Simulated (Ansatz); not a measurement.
LiB₇⁻, relaxed as a doublet with UKS B3LYP-D4/def2-SVPD in Ansatz, starting from the GFN2-xTB geometry. Force threshold 0.02 eV/Å.

The structure comes from a short search, and lower isomers may exist.

Start:

| atom | x (Å) | y (Å) | z (Å) |
| --- | --- | --- | --- |
| Li1 | 1.501 | 3.441 | 0.277 |
| B2 | -1.488 | -1.989 | -0.031 |
| B3 | -1.529 | -0.548 | 0.416 |
| B4 | 0.566 | 1.666 | 0.342 |
| B5 | -0.668 | 0.743 | 0.491 |
| B6 | 0.968 | 0.277 | -0.238 |
| B7 | -0.164 | -2.369 | -0.625 |
| B8 | 0.815 | -1.220 | -0.632 |

| step | energy (eV) | largest force component (eV/Å) | SCF passes |
| --- | --- | --- | --- |
| 1 | -4928.7564 | 1.864 | 27 |
| 2 | -4928.9581 | 0.562 | 37 |
| 3 | -4929.0949 | 0.541 | 55 |
| 4 | -4929.3957 | 1.137 | 39 |
| 5 | -4929.5247 | 1.825 | 39 |
| 6 | -4929.7009 | 0.585 | 34 |
| 7 | -4929.8721 | 0.785 | 35 |
| 8 | -4930.1480 | 0.924 | 32 |
| 9 | -4930.4886 | 0.609 | 31 |
| 10 | -4930.7873 | 0.870 | 31 |
| 11 | -4930.9504 | 0.763 | 31 |
| 12 | -4931.0403 | 0.250 | 32 |
| 13 | -4931.0561 | 0.139 | 29 |
| 14 | -4931.0586 | 0.053 | 27 |
| 15 | -4931.0589 | 0.019 | 27 |

Force components are those of the run's own axes.

End:

```xyz
8

Li    1.9383    2.0047   -0.2609
B    -0.8936   -1.9542   -0.2100
B    -1.0966   -0.4665    0.3565
B     0.0536    2.1168    0.6529
B    -1.0810    1.0859    0.8437
B     0.2882    0.6041    0.0601
B     0.3486   -2.4699   -0.9457
B     0.4424   -0.9208   -0.4966
```

Bonds formed: Li1–B6, B2–B8, B3–B6, B3–B8 (atoms count from 1). The end is the same structure that another start reached.

No frequencies were taken in this run, so the end may be a saddle point.

It took 55 s on 4 threads of Arm Neoverse V1 on a shared host, peak host memory 0.61 GiB.
